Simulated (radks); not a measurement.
Problem. Species: Sb XXII. Configuration: [Ar] 3d10 4s2. Calculated with a radial shooting solver on a logarithmic mesh with Libxc functionals: Dirac Kohn-Sham, PBE, spin-unpolarised, spherical densities, point nucleus. Some entries of the table are withheld. Estimate them.

orbital  occ.  eigenvalue (Ry)  <r^2> (bohr^2)
1s1/2       2        -2271.807        0.001094
2s1/2       2        -383.5133         0.01761
2p1/2       2              (1)         0.01306
2p3/2       4              (2)         0.01435
3s1/2       2        -108.9181          0.1214
3p1/2       2        -100.0983          0.1157
3p3/2       4        -96.56171          0.1234
3d3/2       4              (3)             (4)
3d5/2       6              (5)             (6)
4s1/2       2        -47.57789          0.5361

Solution. 
(1) 2p1/2 eigenvalue (Ry): -361.8952
(2) 2p3/2 eigenvalue (Ry): -343.3246
(3) 3d3/2 eigenvalue (Ry): -81.13854
(4) 3d3/2 <r^2> (bohr^2): 0.1031
(5) 3d5/2 eigenvalue (Ry): -80.38914
(6) 3d5/2 <r^2> (bohr^2): 0.1052
